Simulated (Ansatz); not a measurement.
CH5SiTe (`C[SiH2][Te]`) radical at its PBE0-D4/def2-TZVP geometry, where that method's forces vanish. The species carries charge 0 and has multiplicity 2. Te takes the def2 core potential.

```csv
atom,x (Å),y (Å),z (Å)
C1,-0.4576,-0.8314,0.4565
Si2,0.4554,0.6674,-0.1811
Te3,-0.1015,1.2486,-2.5389
H4,-0.1801,-1.0310,1.4954
H5,-0.2154,-1.7125,-0.1411
H6,-1.5366,-0.6733,0.4082
H7,1.9263,0.4543,-0.1123
H8,0.1097,1.8779,0.6134
```

Q: For each bond, give half the difference of the two atoms' forces along it (eV/Å; positive pushes the atoms apart) under PBE-D4, r2SCAN-D4, B3LYP-D4, ωB97M-V in def2-TZVPP. (Estimate.)

A: The calculation gave: 
```tsv
bond	length (Å)	PBE-D4	r2SCAN-D4	B3LYP-D4	ωB97M-V
C1–Si2	1.867	-0.01	0.00	0.10	0.06
C1–H4	1.094	0.10	-0.02	-0.04	-0.04
C1–H5	1.092	0.11	-0.01	-0.04	-0.04
C1–H6	1.092	0.11	-0.01	-0.04	-0.04
Si2–Te3	2.491	0.03	0.02	0.19	0.00
Si2–H7	1.488	0.10	-0.01	-0.12	-0.14
Si2–H8	1.489	0.11	-0.01	-0.11	-0.14
```

B3LYP here is the variant with VWN-RPA as its local correlation; programs differ in this.

Results of the Gaussian-basis code of Ansatz.
